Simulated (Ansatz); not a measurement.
FGeH5O2Si, SMILES `O[SiH](F)[O][GeH3]`, charge 0, multiplicity 1.

Give a relaxed structure at PBE0-D4/def2-TZVP (Ansatz 0.2.0). (Best estimate.)

Computed: 
Z-matrix (Å, degrees):
```
Si
F 1 1.596
O 1 1.604 2 111.1
O 1 1.633 2 108.1 3 118.5
H 1 1.472 2 106.4 3 -119.6
Ge 3 1.786 1 134.6 2 87.5
H 4 0.958 1 118.8 2 42.5
H 6 1.534 3 107.6 1 81.0
H 6 1.535 3 108.6 1 -40.1
H 6 1.532 3 104.9 1 -159.8
```
This is one stationary point; other conformers may exist.
